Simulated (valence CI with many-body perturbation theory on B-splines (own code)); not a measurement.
## Au XLVII: magnetic and hyperfine properties of the levels

Calculated by valence CI with perturbative core correlation (CI+MBPT): five valence electrons over a frozen Dirac-Fock core [Ar] 3d10, a basis of 11 s, 11 p, 10 d, 8 f, 5 g, 2 h functions for each j, with the one-electron correlation potential Σ1, the two-electron term Σ2, the three-electron term Σ3, Breit, model QED; selected CI, second order for the rest, scaled by the run's own slope (own B-spline code, finite nucleus).

No measured spectrum was set against this ion. As an estimate, large intervals hold to a few tenths of a per cent, small ones and those within an open d or f shell to about a per cent. Among the levels kept, up to 2100 cm⁻¹ of a level comes from second order outside the variational space, and about a tenth of that is noise between levels of different J, which matters for small intervals.

A/g_I is the dipole constant over the nuclear g factor μ/I (μ in nuclear magnetons, uniformly magnetised nucleus), B/Q the quadrupole constant per barn. Both hold the static response of the core; the bare values leave it out. Large factors of s and p1/2 electrons are usually good to 5 to 10 %; those of open d and f shells near neutrality can be off by tens of per cent, and small factors of p3/2, d and f electrons come from cancelling terms and can be off by a factor of two or in sign, in half-filled shells by more. B is blank for J = 1/2, where it vanishes, and for nearly pure S terms. Energies count from the lowest level.

Levels are named by their leading jj configuration (3d3/2^4 stands for four electrons in 3d with j = 3/2), which in mixed levels can hold well under half, so a name can repeat and another be missing. Letters in brackets count levels of one name in rising energy.

| Level | E (Ry) | g | A/g_I (MHz) | A/g_I bare | B/Q (MHz/b) | B/Q bare |
| --- | --- | --- | --- | --- | --- | --- |
| (4s^2 4p1/2^2 4p3/2) J=3/2 | 0.000 | 1.355 | 72700 | 70000 | 144000 | 140000 |
| (4s^2 4p1/2 4p3/2^2) J=3/2 | 9.457 | 1.457 | -53100 | -52300 | 14200 | 13700 |
| (4s^2 4p1/2 4p3/2^2) J=5/2 | 9.897 | 1.194 | 203000 | 197000 | -299 | -272 |
| (4s^2 4p1/2 4p3/2^2) J=1/2 | 10.453 | 0.658 | 717000 | 696000 |  |  |
| (4s^2 4p1/2^2 4d3/2) J=3/2 | 12.638 | 0.785 | 35500 | 35700 | 23200 | 23000 |
| (4s^2 4p1/2^2 4d5/2) J=5/2 | 15.217 | 1.220 | 37700 | 37300 | 11900 | 11900 |
| (4s 4p1/2^2 4p3/2^2) J=5/2 | 17.714 | 1.456 | 458000 | 444000 | 44700 | 43500 |
| (4s 4p1/2^2 4p3/2^2) J=1/2 | 18.859 | 2.087 | 2070000 | 2010000 |  |  |
| (4s 4p1/2^2 4p3/2^2) J=3/2 | 19.006 | 1.174 | -311000 | -302000 | -27900 | -27100 |
| (4s^2 4p3/2^3) J=3/2 | 19.990 | 1.307 | 76300 | 73500 | -158000 | -153000 |
| (4s^2 4p1/2 4p3/2 4d3/2) J=5/2 [a] | 22.034 | 0.960 | 153000 | 149000 | -18500 | -17700 |
| (4s^2 4p1/2 4p3/2 4d3/2) J=3/2 [a] | 22.076 | 0.908 | 138000 | 135000 | -90000 | -87300 |
| (4s^2 4p1/2 4p3/2 4d3/2) J=1/2 [a] | 22.091 | 0.196 | 286000 | 281000 |  |  |
| (4s^2 4p1/2 4p3/2 4d3/2) J=7/2 | 22.481 | 1.038 | 149000 | 145000 | 153000 | 149000 |
| (4s^2 4p1/2 4p3/2 4d3/2) J=5/2 [b] | 23.661 | 1.187 | 4340 | 4500 | 142000 | 138000 |
| (4s^2 4p1/2 4p3/2 4d3/2) J=3/2 [b] | 23.779 | 1.197 | 29400 | 28500 | 13300 | 12600 |
| (4s^2 4p1/2 4p3/2 4d3/2) J=1/2 [b] | 23.857 | 1.707 | 329000 | 317000 |  |  |
| (4s^2 4p1/2 4p3/2 4d5/2) J=7/2 [a] | 24.134 | 1.309 | -38200 | -36800 | 163000 | 158000 |
| (4s^2 4p1/2 4p3/2 4d5/2) J=3/2 [a] | 24.494 | 1.388 | -63500 | -60900 | -60800 | -58900 |
| (4s^2 4p1/2 4p3/2 4d5/2) J=9/2 | 24.629 | 1.191 | 112000 | 109000 | 155000 | 151000 |
| (4s^2 4p1/2 4p3/2 4d5/2) J=5/2 [a] | 24.698 | 1.139 | 176000 | 171000 | -111000 | -107000 |
| (4s^2 4p1/2 4p3/2 4d5/2) J=5/2 [b] | 25.702 | 1.256 | -42900 | -41300 | 19100 | 18800 |
| (4s^2 4p1/2 4p3/2 4d5/2) J=7/2 [b] | 25.716 | 1.119 | 129000 | 126000 | 6870 | 7030 |
| (4s^2 4p1/2 4p3/2 4d5/2) J=3/2 [b] | 25.911 | 0.935 | 207000 | 202000 | 18400 | 18000 |
| (4s^2 4p1/2 4p3/2 4d5/2) J=1/2 | 26.018 | 1.237 | -260000 | -250000 |  |  |
| (4s 4p1/2 4p3/2^3) J=3/2 [a] | 27.725 | 1.502 | 362000 | 351000 | -130000 | -126000 |
| (4s 4p1/2 4p3/2^3) J=5/2 | 28.368 | 1.291 | 575000 | 557000 | -179000 | -174000 |
| (4s^2 4p1/2^2 4f5/2) J=5/2 | 29.192 | 0.852 | -22200 | -20600 | 16200 | 15100 |
| (4s 4p1/2 4p3/2^3) J=1/2 | 29.199 | 1.348 | -712000 | -690000 |  |  |
| (4s 4p1/2 4p3/2^3) J=3/2 [b] | 29.272 | 1.091 | 111000 | 108000 | -14000 | -13500 |
| (4s^2 4p1/2^2 4f7/2) J=7/2 | 29.861 | 1.169 | 105000 | 103000 | 51000 | 48800 |
| (4s 4p1/2^2 4p3/2 4d3/2) J=5/2 [a] | 30.082 | 1.279 | 375000 | 364000 | 32700 | 31600 |
| (4s 4p1/2^2 4p3/2 4d3/2) J=3/2 [a] | 30.123 | 1.307 | 236000 | 229000 | -3050 | -3220 |
| (4s 4p1/2^2 4p3/2 4d3/2) J=1/2 [a] | 30.133 | 2.450 | 1150000 | 1120000 |  |  |
| (4s 4p1/2^2 4p3/2 4d3/2) J=7/2 | 30.660 | 1.261 | 249000 | 242000 | 78700 | 76200 |
| (4s 4p1/2^2 4p3/2 4d3/2) J=3/2 [b] | 31.162 | 0.996 | 119000 | 116000 | -83300 | -80800 |
| (4s 4p1/2^2 4p3/2 4d3/2) J=1/2 [b] | 31.774 | 0.549 | 303000 | 295000 |  |  |
| (4s 4p1/2^2 4p3/2 4d3/2) J=5/2 [b] | 31.924 | 0.910 | -117000 | -112000 | 92800 | 90400 |
| (4s 4p1/2^2 4p3/2 4d5/2) J=9/2 | 32.101 | 1.359 | 271000 | 263000 | 155000 | 151000 |
| (4s 4p1/2^2 4p3/2 4d5/2) J=5/2 [a] | 32.825 | 1.386 | 415000 | 403000 | -81700 | -79200 |

**Question.** Take the isotope of mass number 197, with I = 3/2, μ = 0.1452 μN and Q = 0.547 b. What is the hyperfine structure of (4s^2 4p1/2^2 4d5/2) J=5/2?

**Answer.** From the table A = 3650 MHz, B = 6490 MHz. Shifts from the centre of gravity in MHz: F = 1: -14600, F = 2: -12500, F = 3: -4480, F = 4: 15300.
